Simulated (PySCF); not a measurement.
C₃H₇NSi. Atoms are numbered in the order given.

```xyz
12

C     -0.7745     2.4072     0.0000
C      0.1858     1.5127     0.0000
C      1.1489     0.6112     0.0000
N      0.9587    -0.7757     0.0000
Si    -0.6098    -1.5443     0.0000
H     -1.1945     2.7994    -0.9354
H     -1.1945     2.7994     0.9354
H      2.1914     0.9517     0.0000
H      1.8055    -1.3280     0.0000
H     -1.4037    -1.1749     1.2075
H     -0.3353    -3.0093     0.0000
H     -1.4037    -1.1749    -1.2075
```
Charge 0, spin multiplicity 1.

Geometry optimised at ωB97X-D3(BJ)/def2-SVP. The structure was generated by enumeration, and PubChem lists no compound with its InChIKey, so it may never have been made. One conformer was computed; it need not be the lowest.

All values below come from PBE/def2-TZVP in PySCF.

ESP charges are fitted to the potential on shells at 1.4 to 2.0 van der Waals radii. Atomic charges (e):

```json
[
 {"atom": "C1", "ESP fit": "-0.53", "Mulliken": "-0.26", "IAO": "-0.33", "Löwdin": "-0.21"},
 {"atom": "C2", "ESP fit": "0.13", "Mulliken": "-0.10", "IAO": "-0.07", "Löwdin": "-0.14"},
 {"atom": "C3", "ESP fit": "-0.25", "Mulliken": "-0.06", "IAO": "-0.10", "Löwdin": "[?]"},
 {"atom": "N4", "ESP fit": "-0.35", "Mulliken": "-0.30", "IAO": "-0.60", "Löwdin": "[?]"},
 {"atom": "Si5", "ESP fit": "0.15", "Mulliken": "0.21", "IAO": "0.70", "Löwdin": "[?]"},
 {"atom": "H6", "ESP fit": "0.21", "Mulliken": "0.13", "IAO": "0.16", "Löwdin": "0.13"},
 {"atom": "H7", "ESP fit": "0.21", "Mulliken": "0.13", "IAO": "0.16", "Löwdin": "0.13"},
 {"atom": "H8", "ESP fit": "0.18", "Mulliken": "0.12", "IAO": "0.17", "Löwdin": "0.15"},
 {"atom": "H9", "ESP fit": "0.32", "Mulliken": "0.21", "IAO": "0.28", "Löwdin": "[?]"},
 {"atom": "H10", "ESP fit": "-0.01", "Mulliken": "-0.03", "IAO": "-0.13", "Löwdin": "-0.04"},
 {"atom": "H11", "ESP fit": "-0.04", "Mulliken": "-0.03", "IAO": "-0.11", "Löwdin": "-0.04"},
 {"atom": "H12", "ESP fit": "-0.01", "Mulliken": "-0.03", "IAO": "-0.13", "Löwdin": "-0.04"}
]
```

Task: Complete the blanks. (The exact figures need the calculation; the answer reports its results.)

Result: 
- C3, Löwdin: -0.27
- N4, Löwdin: -0.05
- Si5, Löwdin: 0.18
- H9, Löwdin: 0.18

Task: Give the Mayer and Wiberg (Löwdin basis) orders of the bonds. (An estimate is asked for; the answer gives what the named calculation found.)

Result: 
```csv
bond,Mayer,Wiberg
C1–C2,1.99,2.19
C2–C3,1.90,1.99
C3–N4,1.14,1.49
N4–Si5,1.11,1.36
C1–H6,0.92,0.87
C1–H7,0.92,0.87
C3–H8,0.91,0.82
N4–H9,0.91,0.88
Si5–H10,0.93,0.96
Si5–H11,0.95,0.96
Si5–H12,0.93,0.96
```
